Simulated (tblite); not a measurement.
Species: C8H7O (doublet state).
Structure used (GFN2-xTB), in Å, numbered top down from 1:
```xyz
16
C8H7O angstrom
C     -2.106   -1.551   -0.195
C     -1.132   -0.579   -0.096
C     -1.464    0.807   -0.076
C     -0.492    1.772    0.021
C      0.849    1.419    0.103
C      1.215    0.064    0.086
C      2.635   -0.302    0.172
O      3.552    0.474    0.260
C      0.246   -0.916   -0.012
H     -3.147   -1.290   -0.260
H     -1.853   -2.595   -0.211
H     -2.506    1.083   -0.139
H     -0.770    2.816    0.033
H      1.625    2.164    0.178
H      2.814   -1.397    0.150
H      0.529   -1.959   -0.026
```

Level: GFN2-xTB in tblite, geometry and Hessian alike; calculated harmonic values, unscaled, isolated species. This tight-binding method is rough: wavenumbers can miss measured ones by several per cent, in bad cases by 10 to 20. One conformer, not necessarily the lowest. Open shells enter through the occupations alone, without spin polarisation, and single modes of such species can be off by tens of per cent.

Harmonic wavenumbers (cm⁻¹): 88.0, 175.0, 188.1, 204.5, 346.4, 371.4, 433.1, 490.0, 506.5, 516.4, 629.2, 634.1, 751.9, 770.7, 777.3, 841.0, 871.6, 922.9, 928.8, 936.0, 967.7, 990.3, 1121.4, 1166.9, 1183.6, 1256.1, 1318.1, 1344.9, 1369.3, 1416.5, 1429.5, 1477.5, 1519.3, 1554.9, 1748.1, 2747.0, 3072.8, 3079.6, 3090.9, 3104.4, 3122.1, 3159.3.

A = 3734, B = 1175, C = 894.0 MHz; mass 119.050 u (most abundant isotopes); point group Cs, symmetry number 1; spin multiplicity 2.

Q: What is the zero-point energy?

A: Half the sum of the wavenumbers: 26312 cm⁻¹ = 314.76 kJ/mol.

Q: What is S at 273.15 K and 1 bar for an ideal gas of classical rigid rotors and harmonic oscillators?

A: Translation 166.64, rotation 119.39, vibration 67.54, spin (R ln 2) 5.76: S = 359.3 J/(mol K).

Q: And Cp and H(273.15 K) − H(0)?

A: Cp = 126.88 J/(mol K), of which vibrations give 93.62 (their classical limit is 42 R = 349.2); H(273.15 K) − H(0) = 20.20 kJ/mol without the zero-point energy, 11.11 from vibrations.

Q: Which modes carry the vibrational entropy at 273.15 K?

A: 88.0 cm⁻¹: 14.78; 175.0 cm⁻¹: 9.28; 188.1 cm⁻¹: 8.72; 204.5 cm⁻¹: 8.09; 346.4 cm⁻¹: 4.38; 371.4 cm⁻¹: 3.95 J/(mol K); the other 36 give 18.34 together.

Q: What must be added to the electronic energy to get the Gibbs energy at 273.15 K and 1 bar?

A: ZPE + [H(273.15 K) − H(0)] − T·S = 314.76 + 20.20 − 98.15 = 236.81 kJ/mol.

Q: How do the functions run with temperature in this model?

A: 
```json
{"T (K)": "100", "S (J/(mol K))": "272.7", "Cp (J/(mol K))": "58.9", "H − H(0) (kJ/mol)": "4.30", "G − H(0) (kJ/mol)": "-22.97", "ln q(vib)": "0.55"}
{"T (K)": "200", "S (J/(mol K))": "324.7", "Cp (J/(mol K))": "96.7", "H − H(0) (kJ/mol)": "12.02", "G − H(0) (kJ/mol)": "-52.93", "ln q(vib)": "1.98"}
{"T (K)": "300", "S (J/(mol K))": "371.7", "Cp (J/(mol K))": "137.9", "H − H(0) (kJ/mol)": "23.75", "G − H(0) (kJ/mol)": "-87.77", "ln q(vib)": "3.72"}
{"T (K)": "500", "S (J/(mol K))": "459.5", "Cp (J/(mol K))": "207.4", "H − H(0) (kJ/mol)": "58.70", "G − H(0) (kJ/mol)": "-171.04", "ln q(vib)": "7.63"}
{"T (K)": "800", "S (J/(mol K))": "572.0", "Cp (J/(mol K))": "270.1", "H − H(0) (kJ/mol)": "131.29", "G − H(0) (kJ/mol)": "-326.35", "ln q(vib)": "13.67"}
{"T (K)": "1000", "S (J/(mol K))": "635.3", "Cp (J/(mol K))": "295.9", "H − H(0) (kJ/mol)": "188.03", "G − H(0) (kJ/mol)": "-447.22", "ln q(vib)": "17.50"}
```

q(vib) and H(0) count from the zero-point level.

Q: Blend soft modes into free rotors: weight 1/[1 + (100 cm⁻¹/ν̃)⁴] for the oscillator and the rest for a rotor with moment μB/(μ + B), μ = h/(8π²ν), B = 10⁻⁴⁴ kg m². What vibrational entropy results?

A: 65.97 J/(mol K) in place of 67.54, which changes −T·S at 273.15 K by +0.43 kJ/mol.

Hindered rotation and anharmonicity are outside this model. Other conformers, if any are populated, would add a mixing term that is left out.
